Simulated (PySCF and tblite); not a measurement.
Values are calculated unless marked as measured or tabulated.
System: C9H10, numbered as in [CH3:1][C@@:2]12[C@H:3]3[CH:4]=[CH:5][C@@H:6]1[C@@H:7]2[CH:8]=[CH:9]3.

Motion: Cope rearrangement (breaking C6–C7, making C4–C9). GFN2-xTB gives an electronic barrier of 6.5 kcal/mol and a reaction energy of 0.6 kcal/mol.

DFT energies on a tight-binding saddle of a bond shift can be off by several kcal/mol.

PBE0/pcSseg-1 + D3(BJ) on GFN2-xTB geometries gives 13.1 kcal/mol and k(298 K) = 6660 s⁻¹.

(1) What does revPBE/pcSseg-1 + D3(BJ) give on GFN2-xTB geometries?

Programs: tblite and PySCF.

Answers

(1) A barrier of 11.9 kcal/mol, 1.2 below the first DFT barrier (from unrounded values), a reaction energy of 1.0 kcal/mol and, with GFN2-xTB thermal terms, ΔG‡(298 K) = 11.1 kcal/mol and k = 4.9×10⁴ s⁻¹ (1 equivalent path).
